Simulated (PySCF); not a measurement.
Species: (H3Sn)2NMe, CH9NSn2.
Bonds: Sn1–N5, N5–C6, N5–Sn7. Hydrogens: H2, H3, H4 on Sn1; H11, H12, H13 on C6; H8, H9, H10 on Sn7.

Method: PBE0-D3(BJ)/def2-SVP geometry optimisation, gas phase, def2 core potentials past Kr in PySCF; density fitting, grid level 1; the optimiser is geomeTRIC in internal coordinates, started from a GFN2-xTB structure with every atom displaced at random (about 0.03 Å).

Step 0: E = -14329.6733 eV
```
atom  x, y, z in Å  |  force x, y, z in eV/Å
Sn1    -0.0768   -0.8256    1.8042   -0.415   1.609  -0.465
H2     -0.9082   -2.2375    1.7436   -0.429  -1.145   0.082
H3     -1.1170    0.3214    2.6475    0.378  -0.285  -0.048
H4      1.5085   -0.8150    2.3634    0.320  -0.083   0.180
N5     -0.0170   -0.2358   -0.1712    0.402  -0.346   0.871
C6     -1.2692   -0.2237   -0.8777   -0.029  -0.982   1.463
Sn7     1.4443    0.9564   -0.9242   -0.835   0.357   1.166
H8      1.0141    2.5853   -0.9192   -0.160   0.561   0.064
H9      1.5422    0.4563   -2.4329    0.289  -0.626  -2.093
H10     2.7805    0.7090   -0.0075    0.945  -0.190   0.618
H11    -1.0900   -0.3044   -1.9165    0.076   0.026  -1.844
H12    -1.8568    0.6490   -0.6656   -0.787   1.058  -0.030
H13    -1.9240   -1.0876   -0.6216    0.244   0.046   0.037
```

Step 1: E = -14330.0069 eV
```
atom  x, y, z in Å  |  force x, y, z in eV/Å
Sn1    -0.1106   -0.7925    1.7988   -0.156  -0.234  -0.094
H2     -0.9435   -2.3236    1.7947    0.274   0.239   0.032
H3     -1.0841    0.3071    2.6832   -0.032   0.094   0.129
H4      1.5050   -0.7977    2.3746   -0.090  -0.087  -0.003
N5     -0.0269   -0.2253   -0.1604    0.083   0.176  -0.124
C6     -1.2953   -0.2268   -0.8706    0.019  -0.192   0.115
Sn7     1.4594    0.9667   -0.9289    0.025  -0.144  -0.223
H8      1.0141    2.6489   -0.8938    0.060  -0.213  -0.012
H9      1.6391    0.4540   -2.6046    0.008   0.176   0.542
H10     2.8620    0.6982    0.0611   -0.258   0.029  -0.246
H11    -1.1472   -0.3167   -1.9624   -0.009   0.071  -0.025
H12    -1.9346    0.6607   -0.6865    0.034   0.063  -0.058
H13    -1.9067   -1.1054   -0.5830    0.041   0.021  -0.033
```

Q: Estimate the geometry and energy of step 2. (The exact step hangs on the optimiser's Hessian estimate; all steps are aligned on step 1, rigid shifts and turns removed.)

A: E = -14330.0425 eV, largest force 0.189 eV/Å
```
atom  x, y, z in Å  |  force x, y, z in eV/Å
Sn1    -0.1087   -0.7849    1.8047   -0.181   0.022  -0.053
H2     -0.9006   -2.3135    1.8192    0.099   0.023   0.016
H3     -1.0682    0.3112    2.7316    0.051  -0.003   0.003
H4      1.5070   -0.8063    2.3629   -0.002  -0.044   0.007
N5     -0.0408   -0.2216   -0.1596   -0.041   0.050   0.001
C6     -1.2972   -0.2239   -0.8886   -0.015  -0.089   0.056
Sn7     1.4410    0.9563   -0.9227    0.067  -0.027  -0.141
H8      1.0088    2.6254   -0.8911   -0.004  -0.013   0.000
H9      1.6406    0.4579   -2.5676    0.012   0.053   0.177
H10     2.8272    0.6835    0.0500   -0.026  -0.007  -0.057
H11    -1.1307   -0.3057   -1.9803   -0.002   0.031   0.033
H12    -1.9337    0.6709   -0.7209    0.032  -0.006  -0.025
H13    -1.9142   -1.1014   -0.6154    0.010   0.011  -0.015
```

The energy changes by -0.0356 eV. The first-order estimate −F·Δx gives -0.0568 eV and the mean of the old and new forces, exact on a quadratic surface, -0.0349 eV. The step makes an angle of 60° with the force vector and moves no atom by more than 0.051 Å.

The cost below is that of the whole optimisation. Time: 1.8 min; peak memory 0.48 GiB. Hardware: one thread, Arm Neoverse N1 (aarch64) (shared host).
